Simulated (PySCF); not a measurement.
Al(AsH2)2(F) (AlAs2FH4), SMILES [AsH2][Al]([F])[AsH2]. Atoms are numbered in the order given.

```xyz
8

Al     0.5869    -0.0964     0.3049
As    -1.2772    -1.3767     1.1058
H     -0.4611    -2.6552     1.0011
H     -1.8204    -1.4980    -0.3102
As     0.5447     1.4998    -1.4857
H      1.1765     2.5480    -0.5835
H     -0.8745     1.9038    -1.1153
F      2.0581    -0.3452     1.0646
```

Coordinates come from a ωB97X-D3(BJ)/def2-SVP optimisation. The structure was generated by enumeration; whether it is a known compound was not checked.

The numbers are results of ωB97X-D3(BJ)/def2-SVP (PySCF 2.14.0), not measurements.

Frequencies are harmonic and unscaled.

| mode | ν (cm⁻¹) | IR (km/mol) | Raman (Å⁴/amu) | depolarisation | moving atoms (share of kinetic energy) |
|---|---|---|---|---|---|
| 1 | 68 | 3.3 | 2.8 | 0.40 | As 61 %, Al 17 %, F 12 %, H 11 % |
| 2 | 85 | 2.8 | 0.5 | 0.75 | H 91 % |
| 3 | 102 | 1.1 | 0.5 | 0.44 | H 94 % |
| 4 | 154 | 16.4 | 0.8 | 0.75 | F 73 %, As 20 % |
| 5 | 172 | 29.1 | 1.1 | 0.75 | Al 61 %, F 23 %, H 13 % |
| 6 | 250 | 1.2 | 21.7 | 0.15 | As 54 %, Al 22 %, F 20 % |
| 7 | 446 | 73.8 | 3.8 | 0.75 | Al 67 %, H 21 %, As 12 % |
| 8 | 457 | 0.3 | 1.0 | 0.65 | H 96 % |
| 9 | 523 | 7.5 | 1.5 | 0.75 | H 86 %, Al 9 % |
| 10 | 574 | 25.1 | 1.8 | 0.75 | H 78 %, Al 17 % |
| 11 | 590 | 6.1 | 9.1 | 0.69 | H 93 % |
| 12 | 859 | 100.6 | 0.6 | 0.75 | F 54 %, Al 45 % |
| 13 | 1012 | 39.8 | 15.5 | 0.75 | H 99 % |
| 14 | 1012 | 1.8 | 50.9 | 0.75 | H 99 % |
| 15 | 2251 | 29.6 | 267.7 | 0.08 | H 99 % |
| 16 | 2252 | 87.8 | 71.6 | 0.37 | H 99 % |
| 17 | 2262 | 68.9 | 149.3 | 0.75 | H 99 % |
| 18 | 2264 | 110.2 | 142.1 | 0.50 | H 99 % |
